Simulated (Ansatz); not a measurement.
B₈N⁺. Charge 1, multiplicity 1. Geometry PBE0-D4/def2-SVP.

Cartesian coordinates in Å:
```
N 0.0193 0.3553 1.5512
B -1.3861 -1.5715 0.4501
B -0.9415 -1.3546 -0.9943
B 0.8700 1.2913 1.1105
B 0.9138 0.7786 -1.5090
B 0.0003 -0.0103 -0.0586
B 1.3802 1.6059 -0.3136
B -0.0167 -0.4222 -1.8175
B -0.8393 -0.6724 1.5813
```

The restricted singlet is unstable towards broken spin symmetry in Hartree–Fock (as tested in another run); at PBE-D4/def2-SVP, PBE-D4/def2-TZVP, r2SCAN-D4/def2-TZVP, PBE0-D4/def2-TZVP and others this wasn't settled. Another isomer (singlet) lies 0.52 eV lower at PBE0-D4/def2-TZVP; other spin states weren't run for this one.

Question: Estimate the orbital energies around the gap (eV) in Ansatz with PBE-D4/def2-SVP, PBE-D4/def2-TZVP, r2SCAN-D4/def2-TZVP, PBE0-D4/def2-TZVP, ωB97X-V/def2-TZVP.

Answer: 
```json
{"orbital": "HOMO−13", "PBE-D4/def2-SVP": "-29.28", "PBE-D4/def2-TZVP": "-29.36", "r2SCAN-D4/def2-TZVP": "-30.62", "PBE0-D4/def2-TZVP": "-32.21", "ωB97X-V/def2-TZVP": "-35.13"}
{"orbital": "HOMO−12", "PBE-D4/def2-SVP": "-21.92", "PBE-D4/def2-TZVP": "-21.93", "r2SCAN-D4/def2-TZVP": "-22.78", "PBE0-D4/def2-TZVP": "-24.12", "ωB97X-V/def2-TZVP": "-27.15"}
{"orbital": "HOMO−11", "PBE-D4/def2-SVP": "-21.77", "PBE-D4/def2-TZVP": "-21.70", "r2SCAN-D4/def2-TZVP": "-22.45", "PBE0-D4/def2-TZVP": "-23.84", "ωB97X-V/def2-TZVP": "-26.73"}
{"orbital": "HOMO−10", "PBE-D4/def2-SVP": "-18.93", "PBE-D4/def2-TZVP": "-18.89", "r2SCAN-D4/def2-TZVP": "-19.50", "PBE0-D4/def2-TZVP": "-20.78", "ωB97X-V/def2-TZVP": "-23.52"}
{"orbital": "HOMO−9", "PBE-D4/def2-SVP": "-18.54", "PBE-D4/def2-TZVP": "-18.52", "r2SCAN-D4/def2-TZVP": "-19.10", "PBE0-D4/def2-TZVP": "-20.29", "ωB97X-V/def2-TZVP": "-23.01"}
{"orbital": "HOMO−8", "PBE-D4/def2-SVP": "-16.56", "PBE-D4/def2-TZVP": "-16.56", "r2SCAN-D4/def2-TZVP": "-17.03", "PBE0-D4/def2-TZVP": "-18.14", "ωB97X-V/def2-TZVP": "-20.77"}
{"orbital": "HOMO−7", "PBE-D4/def2-SVP": "-15.99", "PBE-D4/def2-TZVP": "-15.89", "r2SCAN-D4/def2-TZVP": "-16.24", "PBE0-D4/def2-TZVP": "-17.39", "ωB97X-V/def2-TZVP": "-20.06"}
{"orbital": "HOMO−6", "PBE-D4/def2-SVP": "-15.57", "PBE-D4/def2-TZVP": "-15.56", "r2SCAN-D4/def2-TZVP": "-16.03", "PBE0-D4/def2-TZVP": "-17.17", "ωB97X-V/def2-TZVP": "-19.80"}
{"orbital": "HOMO−5", "PBE-D4/def2-SVP": "-14.33", "PBE-D4/def2-TZVP": "-14.34", "r2SCAN-D4/def2-TZVP": "-14.72", "PBE0-D4/def2-TZVP": "-15.83", "ωB97X-V/def2-TZVP": "-18.36"}
{"orbital": "HOMO−4", "PBE-D4/def2-SVP": "-13.35", "PBE-D4/def2-TZVP": "-13.30", "r2SCAN-D4/def2-TZVP": "-13.59", "PBE0-D4/def2-TZVP": "-14.70", "ωB97X-V/def2-TZVP": "-17.16"}
{"orbital": "HOMO−3", "PBE-D4/def2-SVP": "-13.04", "PBE-D4/def2-TZVP": "-13.03", "r2SCAN-D4/def2-TZVP": "-13.28", "PBE0-D4/def2-TZVP": "-14.09", "ωB97X-V/def2-TZVP": "-16.31"}
{"orbital": "HOMO−2", "PBE-D4/def2-SVP": "-12.47", "PBE-D4/def2-TZVP": "-12.41", "r2SCAN-D4/def2-TZVP": "-12.54", "PBE0-D4/def2-TZVP": "-13.19", "ωB97X-V/def2-TZVP": "-15.13"}
{"orbital": "HOMO−1", "PBE-D4/def2-SVP": "-12.27", "PBE-D4/def2-TZVP": "-12.19", "r2SCAN-D4/def2-TZVP": "-12.34", "PBE0-D4/def2-TZVP": "-13.06", "ωB97X-V/def2-TZVP": "-15.06"}
{"orbital": "HOMO", "PBE-D4/def2-SVP": "-11.20", "PBE-D4/def2-TZVP": "-11.14", "r2SCAN-D4/def2-TZVP": "-11.22", "PBE0-D4/def2-TZVP": "-11.80", "ωB97X-V/def2-TZVP": "-13.54"}
{"orbital": "LUMO", "PBE-D4/def2-SVP": "-8.95", "PBE-D4/def2-TZVP": "-8.89", "r2SCAN-D4/def2-TZVP": "-8.71", "PBE0-D4/def2-TZVP": "-8.07", "ωB97X-V/def2-TZVP": "-6.10"}
{"orbital": "LUMO+1", "PBE-D4/def2-SVP": "-8.64", "PBE-D4/def2-TZVP": "-8.58", "r2SCAN-D4/def2-TZVP": "-8.47", "PBE0-D4/def2-TZVP": "-7.88", "ωB97X-V/def2-TZVP": "-6.05"}
{"orbital": "LUMO+2", "PBE-D4/def2-SVP": "-8.35", "PBE-D4/def2-TZVP": "-8.27", "r2SCAN-D4/def2-TZVP": "-8.00", "PBE0-D4/def2-TZVP": "-7.36", "ωB97X-V/def2-TZVP": "-5.28"}
{"orbital": "LUMO+3", "PBE-D4/def2-SVP": "-7.87", "PBE-D4/def2-TZVP": "-7.80", "r2SCAN-D4/def2-TZVP": "-7.59", "PBE0-D4/def2-TZVP": "-6.97", "ωB97X-V/def2-TZVP": "-4.98"}
{"orbital": "LUMO+4", "PBE-D4/def2-SVP": "-7.21", "PBE-D4/def2-TZVP": "-7.25", "r2SCAN-D4/def2-TZVP": "-6.92", "PBE0-D4/def2-TZVP": "-6.22", "ωB97X-V/def2-TZVP": "-3.94"}
{"orbital": "LUMO+5", "PBE-D4/def2-SVP": "-6.89", "PBE-D4/def2-TZVP": "-6.81", "r2SCAN-D4/def2-TZVP": "-6.37", "PBE0-D4/def2-TZVP": "-5.71", "ωB97X-V/def2-TZVP": "-3.42"}
```
